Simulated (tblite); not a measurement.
C6H12P2Si.
Numbering: `[CH2:1]=[CH:2][P:3]([C:4]#[C:5][PH:6][CH3:7])[CH2:8][SiH3:9]` (hydrogens: H10, H11 on C1; H12 on C2; H13 on P6; H14, H15, H16 on C7; H17, H18 on C8; H19, H20, H21 on Si9)

Computed with GFN2-xTB (tblite), gas phase: L-BFGS steps from a force-field or distance-geometry start until the largest atomic force falls under 0.01 eV/Å.

At the end of the run (lengths in Å): P3–C8 1.856, P3–C4 1.765, P6–C7 1.858, P6–H13 1.407, C5–P6 1.762, C8–Si9 1.906, C2–P3 1.826, P3–C4–C5 172.9°, C4–P3–C8 98.7°, C2–P3–C4 95.7°, C5–P6–C7 98.3°, C1–C2–P3–C4 -135°, C2–P3–C8–Si9 -163°, H13–P6–C7–H14 73°, H14–C7–P6–C5 168°.

**Question.** These geometries were met on the way; a selection of coordinates is given. Order them by energy above the end point, lowest first.
A. P3–C8 1.867, P3–C4 1.761, P6–C7 1.869, P6–H13 1.407, C5–P6 1.763, C8–Si9 1.903, C2–P3 1.828, P3–C4–C5 173.6°, C4–P3–C8 98.2°, C2–P3–C4 99.5°, C5–P6–C7 99.2°, C1–C2–P3–C4 -161°, C2–P3–C8–Si9 151°, H13–P6–C7–H14 26°, H14–C7–P6–C5 120°
B. P3–C8 1.877, P3–C4 1.796, P6–C7 1.867, P6–H13 1.383, C5–P6 1.774, C8–Si9 1.896, C2–P3 1.831, P3–C4–C5 163.1°, C4–P3–C8 107.5°, C2–P3–C4 103.2°, C5–P6–C7 105.7°, C1–C2–P3–C4 -162°, C2–P3–C8–Si9 148°, H13–P6–C7–H14 14°, H14–C7–P6–C5 112°
C. P3–C8 1.858, P3–C4 1.761, P6–C7 1.874, P6–H13 1.409, C5–P6 1.765, C8–Si9 1.905, C2–P3 1.825, P3–C4–C5 158.9°, C4–P3–C8 103.2°, C2–P3–C4 100.0°, C5–P6–C7 102.7°, C1–C2–P3–C4 -160°, C2–P3–C8–Si9 148°, H13–P6–C7–H14 18°, H14–C7–P6–C5 115°
D. P3–C8 1.840, P3–C4 1.834, P6–C7 1.861, P6–H13 1.473, C5–P6 1.819, C8–Si9 1.859, C2–P3 1.847, P3–C4–C5 178.3°, C4–P3–C8 112.3°, C2–P3–C4 108.6°, C5–P6–C7 110.7°, C1–C2–P3–C4 -165°, C2–P3–C8–Si9 145°, H13–P6–C7–H14 1°, H14–C7–P6–C5 123°
E. P3–C8 1.934, P3–C4 1.800, P6–C7 1.927, P6–H13 1.460, C5–P6 1.822, C8–Si9 1.949, C2–P3 1.864, P3–C4–C5 170.8°, C4–P3–C8 107.9°, C2–P3–C4 106.2°, C5–P6–C7 106.1°, C1–C2–P3–C4 -163°, C2–P3–C8–Si9 148°, H13–P6–C7–H14 9°, H14–C7–P6–C5 118°

**Answer.** A (0.172 eV), C (0.278 eV), B (0.449 eV), E (0.805 eV), D (1.534 eV).

```tsv
step	E above end (eV)	rms distance from the end, all atoms (Å)	largest force (eV/Å)	rms shift of all bonds from the end (Å)
27	0.172	0.754	0.111	0.004
17	0.278	0.786	0.324	0.005
7	0.449	0.815	0.525	0.012
3	0.805	0.831	1.259	0.034
0	1.534	0.840	2.397	0.031
```

Rows stand in the order of the answer.
